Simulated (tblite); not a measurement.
Isomers of C3H9FOSi2. Calculated harmonic vibrations of the isolated species, GFN2-xTB (tblite), most abundant isotopes, no scaling. Against measured fundamentals such values can be off by several per cent, at times by over 20. Modes of hydrogen on silicon can be 10 to 20 % off. One conformer each.

Electronic energies: GFN2-xTB at the same geometries; isomer energies are rough at this level and their order can be wrong.

| SMILES | electronic energy, lowest = 0 (kcal/mol) |
| --- | --- |
| C[SiH2][SiH2][C@@H](F)C=O | 47.8 |
| O[SiH2]C/C=C(/F)[SiH3] | 8.0 |
| O[Si@@H]1C[SiH2][C@H](F)C1 | 0.0 |

How do GFN2-xTB zero-point energies change the relative energies?

| SMILES | ZPE (kcal/mol) | of it from modes above 1550 cm⁻¹ | electronic (kcal/mol) | with ZPE, lowest = 0 (kcal/mol) | lowest mode (cm⁻¹) | rings |
| --- | --- | --- | --- | --- | --- | --- |
| O[Si@@H]1C[SiH2][C@H](F)C1 | 70.4 | 36.3 | 0.0 | 0.0 | 58 | 1 |
| O[SiH2]C/C=C(/F)[SiH3] | 65.9 | 36.8 | 8.0 | 3.5 | 40 | 0 |
| C[SiH2][SiH2][C@@H](F)C=O | 66.9 | 36.4 | 47.8 | 44.3 | 45 | 0 |

The zero-point energies span 4.5 kcal/mol, from `O[SiH2]C/C=C(/F)[SiH3]` to `O[Si@@H]1C[SiH2][C@H](F)C1`. The order is unchanged.

What do entropy and thermal enthalpy add at 298.15 K and 1 bar (rigid rotor, harmonic oscillator, one conformer each)?

```csv
SMILES,point group,symmetry number,S (cal/(mol K)),H − H(0) (kcal/mol),ZPE + H − H(0) − TS (kcal/mol)
O[Si@@H]1C[SiH2][C@H](F)C1,C1,1,93.3,6.46,49.0
O[SiH2]C/C=C(/F)[SiH3],C1,1,103.8,7.46,42.4
C[SiH2][SiH2][C@@H](F)C=O,C1,1,102.7,7.51,43.8
```
